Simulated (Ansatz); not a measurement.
Abridged output of a molecular run in Ansatz:

```
Functional definition: HF
1947 factors; integrals over basis functions are off by at most 1.2e-3 eV
mean field evaluation 1: about -83569.2816 eV, gradient 4.8e1 eV
mean field evaluation 2: about -83569.6010 eV, gradient 4.9e1 eV
mean field evaluation 4: about -83574.4521 eV, gradient 4.7e0 eV
mean field evaluation 8: about -83574.5263 eV, gradient 3.0e-1 eV
mean field -83574.52666603 eV, -3071.3072061278 hartree, gradient 3.4e-6 eV, S^2 0.000000; 0 other end points of the search recorded, 0 dependent functions left out
18 core orbitals not correlated: weight in the atoms' cores, before any rotation towards them, 1.000 or more for the frozen orbitals, at most 0.000 for the correlated occupied ones
reference -83574.52666603 eV, -3071.3072061278 hartree; 24, 24 occupied and 284, 284 virtual orbitals, 1947 factors
second order -32.54911937 eV of doubles, -0.00000000 eV of singles
cycle   1  -32.90946169 eV  change   -3.6e-1 eV  update   1.1e-1
cycle   2  -33.61847661 eV  change   -7.1e-1 eV  update   3.0e-2
cycle   3  -33.75181088 eV  change   -1.3e-1 eV  update   1.5e-2
cycle   4  -33.73833377 eV  change    1.3e-2 eV  update   3.2e-3
cycle   5  -33.73787592 eV  change    4.6e-4 eV  update   1.5e-3
cycle   6  -33.73858355 eV  change   -7.1e-4 eV  update   4.3e-4
cycle   7  -33.73828366 eV  change    3.0e-4 eV  update   1.7e-4
cycle   8  -33.73825010 eV  change    3.4e-5 eV  update   4.6e-5
perturbative correction -1.25861368 eV, -0.0462531996 hartree
Total energy: -83609.52352981 eV, -3072.5933171499 hartree
```

Its atoms:

Z-matrix (Å, degrees):
```
C
O 1 1.411
H 1 1.094 2 110.7
H 1 1.095 2 111.4 3 -121.1
H 1 1.091 2 108.1 3 119.2
Si 2 1.631 1 124.4 3 74.1
N 6 1.701 2 112.4 1 53.0
C 6 1.846 2 105.4 1 -179.6
Br 6 2.241 2 109.5 1 -61.3
H 7 1.004 6 122.2 2 -125.2
H 7 1.006 6 123.2 2 69.0
H 8 1.091 6 110.6 2 54.3
H 8 1.091 6 110.6 2 175.0
H 8 1.094 6 110.0 2 -65.2
```

**Question.** Which basis set was used?
A. def2-SVP
B. cc-pV(D+d)Z
C. cc-pV(Q+d)Z
D. def2-TZVPP

**Answer.** D. It gives 326 functions.

**Question.** Write the keys of the input that set method, charge and spin (a neutral closed shell needs none for the last two).

**Answer.** 
```yaml
correlation: {method: ccsd_t}
```
